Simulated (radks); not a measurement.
Values are calculated unless marked as measured or tabulated.
The tantalum ion Ta2.75+, configuration [Xe] 4f14 5d(up 2, down 0.25) (fractional occupations, a model configuration). Code: a radial shooting solver on a logarithmic mesh with Libxc functionals. Model: scalar-relativistic Kohn-Sham, PBEsol, spin-polarised, spherical densities, finite nucleus; Fermi nuclear charge, rms radius 5.3507 fm. Some entries of the table are withheld. Estimate them.

| orbital | occ. | eigenvalue (eV) | <r> (bohr) | r(max) (bohr) |
|---|---|---|---|---|
| 1s down | 1 | -67346.45 | 0.01867 | 0.01168 |
| 1s up | 1 | -67346.44 | 0.01867 | 0.01168 |
| 2s up | 1 | -11592.53 | 0.07898 | 0.06688 |
| 2s down | 1 | -11592.45 | 0.07898 | 0.06688 |
| 2p up | 3 | -10165.86 | 0.07058 | 0.05477 |
| 2p down | 3 | -10165.80 | 0.07058 | 0.05477 |
| 3s up | 1 | -2674.575 | 0.2049 | 0.1887 |
| 3s down | 1 | -2674.558 | 0.2049 | 0.1887 |
| 3p up | 3 | -2250.058 | 0.2049 | 0.1866 |
| 3p down | 3 | -2250.037 | 0.2049 | 0.1866 |
| 3d up | 5 | -1753.747 | 0.1856 | 0.1519 |
| 3d down | 5 | -1753.701 | 0.1857 | 0.1519 |
| 4s up | 1 | -564.7487 | 0.4589 | 0.4289 |
| 4s down | 1 | -564.6912 | 0.4589 | 0.4290 |
| 4p up | 3 | -425.4251 | 0.4878 | 0.4496 |
| 4p down | 3 | -425.3710 | 0.4878 | 0.4496 |
| 4d up | 5 | -246.9158 | 0.5233 | 0.4615 |
| 4d down | 5 | -246.8480 | 0.5232 | 0.4615 |
| 5s up | 1 | -98.1101 | 1.100 | 0.9889 |
| 5s down | 1 | -97.3358 | 1.095 | 0.9867 |
| 5p up | 3 | -64.4685 | 1.285 | 1.124 |
| 5p down | 3 | -63.3941 | 1.277 | 1.120 |
| 4f up | 7 | -49.6436 | 0.6394 | 0.4411 |
| 4f down | 7 | -49.4568 | 0.6362 | 0.4409 |
| 5d up | 2 | -26.9501 | 1.864 | (1) |
| 5d down | 0.25 | -25.4870 | 1.868 | (2) |

Answer. 
(1) 5d up r(max) (bohr): 1.518
(2) 5d down r(max) (bohr): 1.504
